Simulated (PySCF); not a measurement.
## Structure from NMR data

An unknown has the formula C$_{2}$H$_{7}$BO. Its calculated NMR data are:

¹H NMR (600 MHz, computed): δ 5.21 (br, 1H), 3.98 (s, 3H), 0.45 (s, 3H).

¹³C{¹H} NMR (computed): δ 62.4 (CH3), 7.5 (CH3).

PySCF 2.14.0 with density-fitted response routines calculation with B3LYP/pcJ-1 coupling constants (spin–dipole term only in couplings to heteroatoms), geometry: PBE0-D3(BJ)/def2-SVP and shielding tensors at PBE0/pcSseg-1 (GIAO); a single conformation, isolated molecule, non-relativistic Hamiltonian, equivalent nuclei averaged.

Referencing at the same level of theory: TMS for ¹H (σ = 31.27 ppm), ¹³C (σ = 184.41 ppm).

**Question.** Propose a structure and justify it.

**Answer.** 
2 carbon signals for 2 carbons: no two carbons are equivalent. Carbon types of the structure: 2 × CH3, leaving 1 H on heteroatoms. δC 62.4: methyl carbon bonded to O; the inductive effect lowers its shielding. δC 7.5: methyl carbon bonded to B. δH 5.21: hydrogen on a boron bonded to C, O. δH 3.98: hydrogen on a methyl carbon bonded to O; its carbon carries O, hence the downfield position. δH 0.45: hydrogen on a methyl carbon bonded to B. The protons at 0.45 and 5.21 share a coupling of 3.3 Hz (vicinal).

Structure: SMILES CBOC.

Hydrogens on boron are broadened and split by ¹¹B (spin 3/2, 80 %) and 10B (spin 3). A carbon bonded to boron is broadened by the quadrupolar boron nucleus and is often missing from a measured spectrum. Shifts are as computed. Against solution values, carbons near 30 ppm lie about +2 ppm off and those near 130 ppm about +5 ppm. Of 1211 compounds with measured shifts, 218 miss one by over three times the rms of a fit or turn the order of signals round; such compounds aren't used in these exercises.
